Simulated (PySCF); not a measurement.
# Molecular orbitals of InF⁻

UHF at R = 2.090 Å; basis In def2-TZVPPD with ECP28, F def2-TZVPPD; scalar-relativistic core potentials; PySCF 2.14. State: ²Π (doublet), unpaired electrons π ↑. Only the outer orbitals are listed, counted within each symmetry, core potentials removing the inner ones.

```json
{"spin": "α", "orbital": "6σ", "occ.": "1", "ε (eV)": "-10.42", "on In (%)": "17", "main shells (%)": "83 F p, 13 In s"}
{"spin": "α", "orbital": "3π", "occ.": "1", "ε (eV)": "-9.67", "on In (%)": "1", "main shells (%)": "98 F p"}
{"spin": "α", "orbital": "3π", "occ.": "1", "ε (eV)": "-9.46", "on In (%)": "1", "main shells (%)": "99 F p"}
{"spin": "α", "orbital": "7σ", "occ.": "1", "ε (eV)": "-4.86", "on In (%)": "93", "main shells (%)": "84 In s"}
{"spin": "α", "orbital": "4π", "occ.": "1", "ε (eV)": "-0.15", "on In (%)": "106", "main shells (%)": "105 In p"}
{"spin": "α", "orbital": "4π", "occ.": "0", "ε (eV)": "4.61", "on In (%)": "109", "main shells (%)": "108 In p"}
{"spin": "α", "orbital": "8σ", "occ.": "0", "ε (eV)": "4.77", "on In (%)": "102", "main shells (%)": "100 In s"}
{"spin": "β", "orbital": "6σ", "occ.": "1", "ε (eV)": "-10.27", "on In (%)": "14", "main shells (%)": "86 F p, 10 In s"}
{"spin": "β", "orbital": "3π", "occ.": "1", "ε (eV)": "-9.44", "on In (%)": "1", "main shells (%)": "99 F p"}
{"spin": "β", "orbital": "3π", "occ.": "1", "ε (eV)": "-9.38", "on In (%)": "1", "main shells (%)": "99 F p"}
{"spin": "β", "orbital": "7σ", "occ.": "1", "ε (eV)": "-3.96", "on In (%)": "97", "main shells (%)": "87 In s, 9 In p"}
{"spin": "β", "orbital": "4π", "occ.": "0", "ε (eV)": "4.84", "on In (%)": "107", "main shells (%)": "106 In p"}
{"spin": "β", "orbital": "8σ", "occ.": "0", "ε (eV)": "5.00", "on In (%)": "103", "main shells (%)": "100 In s"}
```

Task: Which are the highest filled and the lowest empty level, where do they sit, and how wide is the gap?

Result: Highest filled α 4π at -0.15 eV (in %: 105 In p); lowest empty α 4π at 4.61 eV (in %: 108 In p); the gap at UHF is 4.76 eV. Both belong to one degenerate shell, split only by its one-sided filling, so this is no excitation gap. An empty level above zero is unbound, and its energy depends on the basis.

```json
{
 "bond order (Mayer)": "0.07",
 "⟨S²⟩": "0.770",
 "charge on In (Mulliken, basis-dependent)": "-0.31",
 "charge on In (Löwdin, basis-dependent)": "-0.11",
 "dipole moment (positive dipole points towards F; it is taken about the centre of mass and depends on that origin)": "-1.45 D"
}
```

Shares are Mulliken populations and can fall outside 0 to 100 %.

Spin–orbit coupling is left out. The state is the lowest determinant that a PBE0 search found; another state may lie lower at other levels.
